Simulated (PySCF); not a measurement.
# Electron correlation in La³⁹⁺ (lanthanum, charge +39)

Starting occupation: [Ar]. All numbers are calculated (PySCF 2.14, X2C-1e with screened-nucleus spin-orbit coupling, Gaussian nucleus, in an even-tempered Gaussian basis (18 s from 2.8 bohr⁻², ratio 2.6; 14 p from 3.6 bohr⁻², ratio 2.6; 5 d from 3.7 bohr⁻², ratio 2.8; 3 f from 63 bohr⁻², ratio 2.8)). Frozen: [Ne]; 8 electrons correlated; the 62 highest virtual spinors left out.

MP2 pair energies summed by pair of shells (mhartree):

```csv
pair,energy,share (%)
3p3/2-3p3/2,-172.69,41.3
3p1/2-3p3/2,-155.20,37.1
3p1/2-3p1/2,-40.63,9.7
3p3/2-3s1/2,-22.99,5.5
3s1/2-3s1/2,-14.49,3.5
3p1/2-3s1/2,-12.20,2.9
```

Total MP2 correlation energy: -418.19 mhartree.

The virtual space was cut to 50 spinors, which keep -403.58 of the -418.19 mhartree of MP2 correlation.

| level | correlation energy (mhartree) |
| --- | --- |
| CCSD | -444.98 |
| (T) | -2.30 |
| CCSD(T) | -447.28 |

Diagnostics: T1 = 0.00028, largest double amplitude 0.040.

Task: Is a single reference adequate?

Result: Yes: T1 lies below 0.03 and no double amplitude reaches 0.07.

The coupled-cluster values are those of the cut space; adding the MP2 remainder, -14.61 mhartree, estimates the full space.

At this charge the one-electron X2C treatment keeps the bare 1/r₁₂, with no two-electron picture change or Breit term. The effect here is smaller than on the frozen 1s shell.
